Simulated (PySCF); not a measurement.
CH5ClO2Si, SMILES O(C)[SiH](Cl)O.

Coordinates come from a B3LYP-D3(BJ)/def2-SVP optimisation. This is a generated structure with no PubChem entry under its InChIKey; it may be hypothetical. One conformer was computed; it need not be the lowest.

The numbers are results of TDA-PBE/def2-SVPD run with PySCF 2.14.0, not measurements.

Vertical excitations. Isolated molecule, no solvent.

| state | energy (eV) | λ (nm) | f | main pairs |
|---|---|---|---|---|
| S1 | 6.68 | 186 | 0.014 | HOMO→LUMO 98 % |
| S2 | 7.07 | 175 | 0.010 | HOMO−1→LUMO 93 % |
| S3 | 7.08 | 175 | 0.002 | HOMO→LUMO+1 92 % |
| S4 | 7.27 | 170 | 0.016 | HOMO→LUMO+2 94 % |
| S5 | 7.38 | 168 | 0.049 | HOMO−2→LUMO 90 % |
| S6 | 7.53 | 165 | 0.008 | HOMO−3→LUMO 65 %, HOMO−1→LUMO+1 31 % |
| S7 | 7.59 | 163 | 0.017 | HOMO−1→LUMO+1 51 %, HOMO−3→LUMO 31 % |
| S8 | 7.70 | 161 | 0.005 | HOMO→LUMO+3 48 %, HOMO−1→LUMO+2 47 % |
| S9 | 7.72 | 161 | 0.020 | HOMO−2→LUMO+1 66 %, HOMO−1→LUMO+2 16 % |
| S10 | 7.80 | 159 | 0.051 | HOMO→LUMO+3 38 %, HOMO−1→LUMO+2 25 %, HOMO−2→LUMO+1 21 % |
| T1 | 6.53 | 190 | 0 | HOMO→LUMO 99 % |
| T2 | 6.90 | 180 | 0 | HOMO→LUMO+1 86 % |
| T3 | 6.95 | 178 | 0 | HOMO−1→LUMO 86 % |
| T4 | 7.08 | 175 | 0 | HOMO→LUMO+2 96 % |
Triplets are in the Tamm–Dancoff approximation.
